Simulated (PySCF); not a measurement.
A PySCF script (with the pyscf-properties extension) for the NMR shieldings of `CC[Si@@H](F)C[C@H](C)CCl`, C6H14ClFSi, on a GFN2-xTB geometry:

```python
import basis_set_exchange as bse
import numpy as np
from pyscf import gto, dft
from pyscf.prop import nmr

atoms = """
C     3.344361   -0.745083   -0.005832
C     2.608884    0.340075    0.775256
Si    0.811548   -0.100114    1.189840
F     0.242034    1.122720    2.094473
C    -0.234460   -0.299099   -0.384459
C    -1.738711   -0.491624   -0.161256
C    -2.411541   -1.004540   -1.433765
C    -2.406132    0.793175    0.317334
Cl   -2.251924    2.104921   -0.879675
H     4.373567   -0.449185   -0.200112
H     2.859142   -0.929801   -0.961314
H     3.359780   -1.677518    0.553625
H     3.149852    0.536419    1.702388
H     2.638758    1.270081    0.202934
H     0.662922   -1.241665    2.089537
H     0.136969   -1.166897   -0.932487
H    -0.095189    0.558557   -1.046372
H    -1.892118   -1.228792    0.636283
H    -2.261971   -0.299902   -2.248216
H    -3.480770   -1.130911   -1.278091
H    -1.991561   -1.964397   -1.724356
H    -3.475365    0.642103    0.468588
H    -1.952828    1.159208    1.235754
"""
names = dict.fromkeys(["C", "Si", "F", "Cl", "H"], "pcSseg-1")
basis = {el: gto.basis.parse(bse.get_basis(n, elements=[el], fmt="nwchem")) for el, n in names.items()}
mol = gto.M(atom=atoms, basis=basis, charge=0, verbose=0)
mf = dft.RKS(mol, xc="PBE0")
mf.grids.level = 2
mf.grids.alignment = dft.numint.BLKSIZE   # the property module wants whole blocks of grid points
mf.conv_tol = 1e-9
mf.kernel()

calc = nmr.RKS(mf)   # GIAO
C = mf.mo_coeff
Co = C[:, mf.mo_occ > 0]
resp = mf.gen_response(singlet=True, hermi=2)
def vind(x):   # induced exchange potential for any number of trial vectors
    d = np.einsum("pi,xij,qj->xpq", C, 2 * x.reshape(-1, C.shape[1], Co.shape[1]), Co, optimize=True)
    return np.einsum("xpq,pi,qj->xij", resp(d - d.transpose(0, 2, 1)), C, Co, optimize=True).ravel()
mo1, _ = nmr.rhf.solve_mo1(calc, with_cphf=vind)
sigma = calc.kernel(mo1)
for i, s in enumerate(sigma):   # ppm
    w = np.linalg.eigvalsh((s + s.T) / 2)
    print("%2d %-2s iso %8.1f  s11 %8.1f  s22 %8.1f  s33 %8.1f" % (i, mol.atom_pure_symbol(i), w.mean(), *w))
```

**Question.** What are the results?

**Answer.** 
```
 0 C  iso    179.7  s11    173.1  s22    178.1  s33    187.8
 1 C  iso    175.1  s11    165.0  s22    176.4  s33    183.9
 2 Si iso    319.9  s11    273.8  s22    331.3  s33    354.7
 3 F  iso    378.4  s11    369.2  s22    375.9  s33    390.0
 4 C  iso    166.4  s11    149.0  s22    163.0  s33    187.0
 5 C  iso    152.2  s11    143.4  s22    153.6  s33    159.6
 6 C  iso    162.3  s11    136.6  s22    160.9  s33    189.3
 7 C  iso    130.0  s11     98.7  s22    138.7  s33    152.6
 8 Cl iso    932.2  s11    841.0  s22    880.2  s33   1075.4
 9 H  iso     30.4  s11     25.3  s22     27.5  s33     38.4
10 H  iso     31.1  s11     25.6  s22     31.3  s33     36.3
11 H  iso     30.9  s11     26.6  s22     28.9  s33     37.4
12 H  iso     30.6  s11     25.4  s22     29.3  s33     37.2
13 H  iso     30.7  s11     26.7  s22     29.5  s33     35.8
14 H  iso     26.6  s11     24.1  s22     24.4  s33     31.2
15 H  iso     31.6  s11     25.3  s22     32.4  s33     37.0
16 H  iso     30.0  s11     25.1  s22     31.9  s33     33.1
17 H  iso     29.7  s11     25.6  s22     28.3  s33     35.2
18 H  iso     30.0  s11     25.7  s22     30.4  s33     33.8
19 H  iso     30.8  s11     26.0  s22     27.7  s33     38.8
20 H  iso     30.9  s11     26.0  s22     29.1  s33     37.5
21 H  iso     28.2  s11     22.1  s22     27.4  s33     34.9
22 H  iso     27.4  s11     22.8  s22     26.3  s33     33.2
```

These numbers come from an equivalent density-fitted implementation of the same equations, which agrees with the script to about 0.01 ppm for H and up to a few tenths of a ppm for heavy atoms, so last digits may differ.

**Question.** Turn these shieldings into chemical shifts. Referencing at the same level of theory: TMS for $^{13}$C (186.93 ppm), $^{29}$Si (349.16 ppm), $^{1}$H (31.72 ppm); CFCl3 for $^{19}$F (170.95 ppm); $^{35}$Cl (949.78 ppm) against HCl.

**Answer.** Averaging equivalent atoms: C 7: 56.9; C 5: 34.7; C 6: 24.6; C 4: 20.6; C 1: 11.8; C 0: 7.2; Si 2: 29.2; F 3: -207.4; Cl 8: 18; H 14: 5.14; H 22: 4.30; H 21: 3.56; H 17: 2.01; H 16: 1.70; H 18/19/20: 1.16; H 12: 1.08; H 13: 1.05; H 9/10/11: 0.92; H 15: 0.16 ppm. Unscaled 19F shifts against computed CFCl3 carry errors that often reach 10 to 50 ppm.

Size and cost of the density-fitted run: 237 basis functions, 120 s wall time on 1 thread of an Arm Neoverse N1, shared host; peak memory 1.1 GiB.
